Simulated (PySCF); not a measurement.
# SMILES C=C/N=C(\C)CC, C₆H₁₁N

Molfile (atoms numbered from 1):
```
C6H11N
     RDKit          3D

 18 17  0  0  0  0  0  0  0  0999 V2000
   -2.7532   -0.1844   -0.7241 C   0  0  0  0  0  0  0  0  0  0  0  0
   -2.2565   -0.1134    0.5074 C   0  0  0  0  0  0  0  0  0  0  0  0
   -0.9650   -0.3940    0.8693 N   0  0  0  0  0  0  0  0  0  0  0  0
    0.0901    0.1718    0.4742 C   0  0  0  0  0  0  0  0  0  0  0  0
    0.1499    1.3831   -0.4139 C   0  0  0  0  0  0  0  0  0  0  0  0
    1.4023   -0.3892    0.9441 C   0  0  0  0  0  0  0  0  0  0  0  0
    2.2170   -0.9614   -0.2167 C   0  0  0  0  0  0  0  0  0  0  0  0
   -2.1223   -0.3882   -1.5725 H   0  0  0  0  0  0  0  0  0  0  0  0
   -3.8082   -0.0947   -0.9093 H   0  0  0  0  0  0  0  0  0  0  0  0
   -2.9043    0.0377    1.3632 H   0  0  0  0  0  0  0  0  0  0  0  0
    0.4074    1.0806   -1.4281 H   0  0  0  0  0  0  0  0  0  0  0  0
    0.9118    2.0757   -0.0620 H   0  0  0  0  0  0  0  0  0  0  0  0
   -0.8169    1.8818   -0.4430 H   0  0  0  0  0  0  0  0  0  0  0  0
    1.9775    0.4000    1.4347 H   0  0  0  0  0  0  0  0  0  0  0  0
    1.1998   -1.1765    1.6707 H   0  0  0  0  0  0  0  0  0  0  0  0
    2.4893   -0.1828   -0.9253 H   0  0  0  0  0  0  0  0  0  0  0  0
    3.1301   -1.4171    0.1590 H   0  0  0  0  0  0  0  0  0  0  0  0
    1.6423   -1.7228   -0.7393 H   0  0  0  0  0  0  0  0  0  0  0  0
  1  2  2  0
  2  3  1  0
  3  4  2  0
  4  5  1  0
  4  6  1  0
  6  7  1  0
  1  8  1  0
  1  9  1  0
  2 10  1  0
  5 11  1  0
  5 12  1  0
  5 13  1  0
  6 14  1  0
  6 15  1  0
  7 16  1  0
  7 17  1  0
  7 18  1  0
M  END
```

The calculation used GIAO wB97X-D/pcSseg-1 magnetisability, rotational g tensor and spin-rotation constants, non-relativistic, gas phase (PySCF 2.14.0). Geometry: GFN2-xTB.

(1) Give the nuclear spin-rotation constants along the inertial axes (H = +C I·J) beside the isotropic shieldings.

(2) How do the rotational constants and the g tensor change when H8, H9, H10, H11, H12, H13, H14, H15, H16, H17, H18 are replaced by deuterium?

Results:

(1) Rotational constants 5.1853, 1.5041, 1.4089 GHz. A star marks the isotopologue with that one atom substituted, in its own axes.
| atom | isotope | Caa (kHz) | Cbb (kHz) | Ccc (kHz) | mean (kHz) | σ (ppm) |
| --- | --- | --- | --- | --- | --- | --- |
| N3 | 14N | 1.629 | 0.284 | 0.093 | 0.668 | -104.2 |
| H8 | 1H | -0.264 | -0.138 | -0.008 | -0.137 | 27.7 |
| H9 | 1H | 0.427 | -0.178 | -0.150 | 0.033 | 27.5 |
| H10 | 1H | -0.077 | -0.114 | -0.003 | -0.065 | 24.6 |
| H11 | 1H | -0.566 | -0.125 | -0.003 | -0.231 | 30.0 |
| H12 | 1H | -0.293 | -0.116 | -0.091 | -0.167 | 30.3 |
| H13 | 1H | 0.037 | -0.124 | -0.144 | -0.077 | 29.2 |
| H14 | 1H | -0.320 | -0.147 | -0.032 | -0.167 | 29.6 |
| H15 | 1H | -0.527 | 0.062 | -0.162 | -0.209 | 29.4 |
| H16 | 1H | -0.535 | 0.026 | -0.160 | -0.223 | 30.6 |
| H17 | 1H | 0.008 | -0.133 | -0.157 | -0.094 | 30.5 |
| H18 | 1H | -0.402 | -0.156 | -0.030 | -0.196 | 30.8 |
| C1 | 13C* | 1.968 | 0.234 | 0.359 | 0.854 | 88.2 |
| C2 | 13C* | 2.515 | 0.339 | 0.452 | 1.102 | 35.5 |
| C4 | 13C* | 2.516 | 0.708 | 0.252 | 1.159 | 13.6 |
| C5 | 13C* | 0.809 | 0.203 | 0.187 | 0.400 | 168.7 |
| C6 | 13C* | 0.850 | 0.248 | 0.285 | 0.461 | 145.5 |
| C7 | 13C* | 0.712 | 0.210 | 0.180 | 0.368 | 172.5 |

For the geometry as given, no vibrational averaging.

(2) Constants 3.9855, 1.2474, 1.1716 GHz; g -0.0401, -0.0058, -0.0027, against -0.0520, -0.0069, -0.0032 before.
